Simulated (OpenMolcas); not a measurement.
**I VI: input and output**

Input:

```
&GATEWAY
Coord
1

I 0.0 0.0 0.0
Basis=ANO-R2
Group=XYZ
NoMove
AngMom=0.0 0.0 0.0
AMFI
&SEWARD
&RASSCF
FileOrb=start.orb
Symmetry=1
Spin=3
nActEl=2 0 0
Inactive=14 9
Ras2=1 3
CIRoot=3 3 1
SDav=3
CIMx=300
Iter=120 100
PrWF=0.3
OrbListing=Nothing
MaxOrb=0
Atom
>>> COPY $Project.JobIph JOB001
&RASSCF
FileOrb=start.orb
Symmetry=1
Spin=1
nActEl=2 0 0
Inactive=14 9
Ras2=1 3
CIRoot=7 7 1
SDav=7
CIMx=300
Iter=120 100
PrWF=0.3
OrbListing=Nothing
MaxOrb=0
Atom
LevShft=1.5
>>> COPY $Project.JobIph JOB002
&RASSCF
FileOrb=start.orb
Symmetry=2
Spin=3
nActEl=2 0 0
Inactive=14 9
Ras2=1 3
CIRoot=3 3 1
SDav=3
CIMx=300
Iter=120 100
PrWF=0.3
OrbListing=Nothing
MaxOrb=0
Atom
>>> COPY $Project.JobIph JOB003
&RASSCF
FileOrb=start.orb
Symmetry=2
Spin=1
nActEl=2 0 0
Inactive=14 9
Ras2=1 3
CIRoot=3 3 1
SDav=3
CIMx=300
Iter=120 100
PrWF=0.3
OrbListing=Nothing
MaxOrb=0
Atom
>>> COPY $Project.JobIph JOB004
&RASSI
NrOfJobIphs=4 3 7 3 3
1 2 3
1 2 3 4 5 6 7
1 2 3
1 2 3
IphNames
JOB001
JOB002
JOB003
JOB004
EJob
SpinOrbit
DIPRint=1.0
SOCoupling=1000.0
Subsets=2
MEES
Property=10
'ANGMOM' 1 'ANGMOM' 2 'ANGMOM' 3 'MLTPL  1' 1 'MLTPL  1' 2 'MLTPL  1' 3
'AMFI' 1 'AMFI' 2 'AMFI' 3 'MLTPL  2' 6
SOProperty=3
'ANGMOM' 1 'ANGMOM' 2 'ANGMOM' 3
```

Launched by
```bash
OMP_NUM_THREADS=1 MOLCAS_MEM=1689 MOLCAS_PROJECT=a pymolcas a.inp > a.log  # once for each step of the input, in one work folder
```

A driver script runs the steps one by one and writes start.orb anew before each from the orbitals found so far.

Output, cut to the results:

```
--- SEWARD ---
Basis set label: I.ANO-R...7S6P4D2F1G.

      Electronic valence basis set:
      ------------------
      Associated Effective Charge  53.000000 au
      Associated Actual Charge     53.000000 au
      Nuclear Model: Finite nucleus - Gaussian distribution
        Gaussian exponent, Xi/bohr**(-2):  1.84442E+08

      Shell  nPrim  nBasis  Cartesian Spherical Contaminant
         s      23       7        X
         p      18       6        X
         d      12       4                 X
         f       6       2                 X
         g       5       1                 X
                  Relativistic X2C integrals
                  Atomic mean-field integrals
--- RASSCF ---
Wave function specifications:
      -----------------------------

      Number of closed shell electrons          46
      Number of electrons in active shells       2
      Max number of holes in RAS1 space          0
      Max nr of electrons in RAS3 space          0
      Number of inactive orbitals               23
      Number of active orbitals                  4
      Number of secondary orbitals              41
      Spin quantum number                      1.0
      State symmetry                             1
Orbital specifications:
      -----------------------

      Symmetry species                           1   2
                                                ag  au
      Frozen orbitals                            0   0
      Inactive orbitals                         14   9
      Active orbitals                            1   3
      RAS1 orbitals                              0   0
      RAS2 orbitals                              1   3
      RAS3 orbitals                              0   0
      Secondary orbitals                        21  20
      Deleted orbitals                           0   0
      Number of basis functions                 36  32
      Number of CSFs                             3
      Number of root(s) required                 3
      Iter CI   SX   CI       RASSCF       Energy    max ROT     max BLB   max BLB  Level Ln srch  Step   QN
          iter iter root      energy       change     param      element    value   shift minimum  type update
 Nr of preliminary CI iterations:   1
 ###############################################################################
 ###############################################################################
 ###                                                                         ###
 ###                                                                         ###
 ###    WARNING: Problems in orbital optimization.                           ###
 ###                                                                         ###
 ###                                                                         ###
 ###############################################################################
 ###############################################################################
  Warning: In symmetry  1, orbital p=  15 has diagonal density matrix element D(p,p) close to zero. D(p,p)=  0.000000E+00
      Total energies have been shifted. Add                -7000.00 au
        ...
 ###############################################################################
 ###############################################################################
  Warning: In symmetry  1, orbital p=  15 has diagonal density matrix element D(p,p) close to zero. D(p,p)=  0.000000E+00
        4   1    1    0  -106.44621138    0.00E+00   0.00E+00   12  26 1 -1.12E-08   0.50   0.00    SX    NO
      Convergence after  4 iterations
        5   1    1    0  -106.44621138    9.09E-13   0.00E+00   12  26 1 -1.12E-08   0.50   0.00    SX    NO
      Natural orbitals and occupation numbers for root  1
      sym 1:   0.000000
      sym 2:   1.000000   1.000000   0.000000
      Natural orbitals and occupation numbers for root  2
      sym 1:   0.000000
      sym 2:   1.000000   0.000000   1.000000
      Natural orbitals and occupation numbers for root  3
      sym 1:   0.000000
      sym 2:   0.000000   1.000000   1.000000
::    RASSCF root number  1 Total energy:  -7106.44621138
::    RASSCF root number  2 Total energy:  -7106.44621138
::    RASSCF root number  3 Total energy:  -7106.44621138
--- RASSCF ---
Wave function specifications:
      -----------------------------

      Number of closed shell electrons          46
      Number of electrons in active shells       2
...
--- RASSI ---
SPIN-FREE ENERGIES:
  (Shifted by EMIN (a.u.) =      -7107.3998628987)

 SF State       Relative EMIN(au)   Rel lowest level(eV)    D:o, cm**(-1)      L_eff

     4             0.0000000000        0.0000000000              0.0000         0.0
    11             0.4067595046       11.0684899891          89273.3923         1.0
    12             0.4067595046       11.0684899891          89273.3923         1.0
    13             0.4067595046       11.0684899891          89273.3923         1.0
    14             0.6165685476       16.7776848951         135321.1547         1.0
    15             0.6165685476       16.7776848951         135321.1547         1.0
    16             0.6165685476       16.7776848951         135321.1547         1.0
     2             0.9536515188       25.9501798208         209302.3155         1.0
     3             0.9536515188       25.9501798208         209302.3155         1.0
     1             0.9536515188       25.9501798208         209302.3155         1.0
     8             1.0123932342       27.5486233277         222194.6319         2.0
     9             1.0123932342       27.5486233277         222194.6319         2.0
     5             1.0123932342       27.5486233277         222194.6319         2.0
     6             1.0123932342       27.5486233277         222194.6319         2.0
     7             1.0123932342       27.5486233277         222194.6319         2.0
    10             1.1306334294       30.7661029504         248145.3551         0.0
     Dipole printing threshold changed to   1.00000000E+00

++ Dipole transition strengths (spin-free states):
   -----------------------------------------------
     for osc. strength at least  1.00000000E+00

  ( Max oscillator strength is only   0.76161167865448276      )
--
Eigenvalues of complex Hamiltonian:
   -----------------------------------
  (Shifted by EMIN (a.u.) =      -7107.3998628987)

...
```

Levels above the lowest, from the spin-orbit matrix, grouped by J:

| Configuration | Term | J | E (cm-1) | Measured (cm-1) | Term weight % | Second |
| --- | --- | --- | --- | --- | --- | --- |
| 5s2 | 1S | 0 | 0.0 | 0.0 | 100 |  |
| 5s 5p | 3P* | 0 | 81023 | 85666 | 100 |  |
| 5s 5p | 3P* | 1 | 84564 | 89262 | 99 |  |
| 5s 5p | 3P* | 2 | 93425 | 99685 | 100 |  |
| 5s 5p | 1P* | 1 | 135931 | 127424 | 99 |  |
| 5p2 | 3P | 0 | 198798 | 200085 | 95 | 5 1S |
| 5p2 | 3P | 1 | 205316 | 208474 | 100 |  |
| 5p2 | 3P | 2 | 210567 |  | 81 | 19 1D |
| 5p2 | 1D | 2 | 224968 | 209432 | 81 | 19 3P |
| 5p2 | 1S | 0 | 250693 | 245658 | 95 | 5 3P |

Against the 8 measured excited levels shown (the list in Rauch et al., Astron. Astrophys. 606, A105 (2017)) the mean absolute deviation is 6100 cm-1; the largest miss in energy is 5p2 1D2: computed 224968, measured 209432 cm-1 (+7.4 %).

The ¹D term of p² mixes with s d, which this space lacks. Measured partners are found by configuration, term and J. A level has none where our copy of the source lacks it or the pairing is in doubt (some pairs that miss far off the trend of their configuration count as doubtful), and it then counts in no deviation. Levels of configurations outside the active space are missing.

The term weight is that of the spin-free term in the level, not the purity of its configuration. * marks odd parity.
